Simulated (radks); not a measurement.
The nuclear charge of the gadolinium ion Gd2+ is varied continuously with 62 electrons held in [Xe] 4f7 5d1. Calculated with a radial shooting solver on a logarithmic mesh with Libxc functionals: Dirac Kohn-Sham, PBE, spin-unpolarised, spherical densities, point nucleus; open shells fill j = l - 1/2 first. By the Hellmann-Feynman theorem dE/dZ = E(electron-nucleus)/Z, the electronic potential at the nucleus.

| Z | E (hartree) | E(electron-nucleus)/Z (hartree) | HOMO | e(HOMO) (eV) | <r> HOMO (bohr) |
|---|---|---|---|---|---|
| 63.6 | -11107.2887 | -428.537 | 5d3/2 | -11.290 | 2.531 |
| 63.8 | -11193.1945 | -430.521 | 5d3/2 | -13.259 | 2.432 |
| 64 | -11279.4970 | -432.504 | 5d3/2 | -15.323 | 2.346 |
| 64.2 | -11366.1962 | -434.488 | 5d3/2 | -17.475 | 2.270 |
| 64.4 | -11453.2923 | -436.473 | 5d3/2 | -19.711 | 2.203 |
| 64.6 | -11540.7855 | -438.459 | 5d3/2 | -22.027 | 2.142 |
| 64.8 | -11628.6761 | -440.447 | 5d3/2 | -24.420 | 2.086 |
| 65 | -11716.9645 | -442.437 | 5d3/2 | -26.886 | 2.036 |

The central difference of E at Z = 64 is -432.504 hartree, to compare with the third column; the second derivative is -9.92 hartree.
